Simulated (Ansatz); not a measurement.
```yaml
crystal:
  periodic: [false, false, false]
  atoms:
    - {symbol: Si, position_ang: [-0.824580, -0.994855, -0.820537]}
    - {symbol: B, position_ang: [-0.287650, 0.849732, -0.594574]}
    - {symbol: Al, position_ang: [0.749800, 0.035491, 0.928512]}
    - {symbol: B, position_ang: [0.384550, 2.042821, -0.028930]}
    - {symbol: Cl, position_ang: [1.124488, 3.471312, 0.564278]}
    - {symbol: H, position_ang: [-2.227327, -1.386423, -0.525474]}
    - {symbol: H, position_ang: [-0.041183, -1.693597, 0.350057]}
    - {symbol: H, position_ang: [-0.343917, -1.753222, -2.004550]}
    - {symbol: H, position_ang: [1.554218, -0.617360, 2.114117]}
basis:
  gaussian: {orbitals: cc-pVDZ, fitting: {mean_field: cc-pVTZ-jkfit}, nuclear_model: gaussian}
magnetization: {spin_polarized: true, initial_magnetization: 1}
hamiltonian: {xc: {name: wB97X-V}}
output: {forces: true}
```

```sh
$ ansatz run in.yaml --threads 2 --pin off --events-out ev --progress --plain --max-ram 4352MiB
```

Output, abridged:

```
Error: a molecule whose nuclei and cores have a total charge of 58 cannot have a net charge of 0 together with 1 unpaired electrons
```

(1) Something in this input is off. What?

Results:

(1) The number of unpaired electrons doesn't fit the electron count. The input was rejected before any iteration.
